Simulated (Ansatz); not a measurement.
`C=[CH][SnH3]` and `C=[C]([AlH2])[SnH3]` differ in one atom or group.

Ansatz, PBE0-D4/def2-TZVP geometries, multiplicity 1. 

Elements past krypton have def2 core potentials.

| property | `C=[CH][SnH3]` |
| --- | --- |
| size of the dipole moment (B3LYP/def2-TZVPP) / D | 0.63 |
| HOMO–LUMO gap (B3LYP/def2-TZVPP) / eV | 7.15 |
| HOMO–LUMO gap (ωB97M-V/def2-TZVPP) / eV | 11.83 |
| HOMO–LUMO gap (PBE0/def2-TZVPP) / eV | 7.61 |
| HOMO energy (B3LYP/def2-TZVPP) / eV | -7.70 |
| LUMO energy (ωB97M-V/def2-TZVPP) / eV | 1.67 |

Give the same properties after the change, and the shifts. (Estimate.)

The calculation gave: 
| property | `C=[C]([AlH2])[SnH3]` | shift |
| --- | --- | --- |
| size of the dipole moment (B3LYP/def2-TZVPP) / D | 0.82 | 0.19 |
| HOMO–LUMO gap (B3LYP/def2-TZVPP) / eV | 5.15 | -2.00 |
| HOMO–LUMO gap (ωB97M-V/def2-TZVPP) / eV | 9.36 | -2.47 |
| HOMO–LUMO gap (PBE0/def2-TZVPP) / eV | 5.54 | -2.07 |
| HOMO energy (B3LYP/def2-TZVPP) / eV | -7.18 | 0.52 |
| LUMO energy (ωB97M-V/def2-TZVPP) / eV | -0.10 | -1.77 |

With PBE0 the HOMO rises by 0.57 eV and the LUMO falls by 1.50 eV, so the gap narrows by about 2.07 eV. PBE moves the HOMO by 0.57 eV and ωB97M-V by 0.69 eV. Dipoles are sizes alone; their direction can turn.

B3LYP here is the variant with VWN-RPA as its local correlation; programs differ in this.
